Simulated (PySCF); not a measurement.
Cd(H)(OSiH3), H₄CdOSi, SMILES [CdH][O][SiH3] (CAM-B3LYP/def2-SVP optimised geometry):

```
7

Cd    -1.348     1.023     0.000
H     -2.980     1.070    -0.009
O      0.601     1.023     0.000
Si     2.113     0.420     0.089
H      2.754     0.742     1.400
H      2.980     0.984    -0.988
H      2.136    -1.070    -0.057
```

Method: PySCF 2.14.0 with CAM-B3LYP/def2-TZVP, def2 effective core potentials past Kr.

Question: What are the frontier orbital energies and the dipole moment?

Answer: HOMO-2 -10.78 eV, HOMO-1 -9.36 eV, HOMO -9.32 eV, LUMO 0.07 eV, LUMO+1 0.14 eV; dipole moment 2.45 D.

On the same geometry PBE/def2-TZVP, def2 effective core potentials past Kr (PySCF 2.14.0) gives HOMO-2 -8.26 eV, HOMO-1 -6.55 eV, HOMO -6.49 eV, LUMO -1.68 eV, LUMO+1 -1.28 eV; dipole moment 2.46 D.
